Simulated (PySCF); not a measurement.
**From computed data to an observable: chemical shift, span and skew from a shielding tensor**

trans-(1S,2S)-1,2-dimethylcyclopropane (C5H10), SMILES C[C@H]1C[C@@H]1C. Atoms are numbered in the order given.

```xyz
15

C     -1.9481     0.0720    -0.5009
C     -0.6049    -0.4447    -0.0615
C      0.0000     0.0000     1.2405
C      0.6049     0.4447    -0.0615
C      1.9481    -0.0720    -0.5009
H     -2.0822     1.1238    -0.2027
H     -2.7703    -0.5069    -0.0503
H     -2.0619     0.0199    -1.5956
H     -0.4087    -1.4890    -0.3339
H      0.5509    -0.7345     1.8356
H     -0.5509     0.7345     1.8356
H      0.4087     1.4890    -0.3339
H      2.7703     0.5069    -0.0503
H      2.0822    -1.1238    -0.2027
H      2.0619    -0.0199    -1.5956
```
Charge 0, spin multiplicity 1.

Coordinates come from a PBE0-D3(BJ)/def2-SVP optimisation.

GIAO shieldings from PBE0/pcSseg-1 run with PySCF, non-relativistic, no solvent. The symmetric part of the tensor of C2 has the principal values 136.9, 161.2, 209.0 ppm. The same nucleus in TMS has σ = 186.3 ppm at this level (PySCF, at its B3LYP-D3(BJ)/def2-TZVP geometry).

Question: Work out the isotropic shielding, the ¹³C shift against TMS, the span and the skew.

Answer: 
σ(iso) = (σ11 + σ22 + σ33)/3 = 169.0 ppm. δ = σ(ref) − σ(iso) = 186.3 − (169.0) = 17.3 ppm.
Span Ω = σ33 − σ11 = 72.1 ppm. Skew κ = 3(σ(iso) − σ22)/Ω = 0.33. Tumbling in solution averages the tensor to δ; in a static solid the shielding alone would spread this spin-1/2 line over Ω.
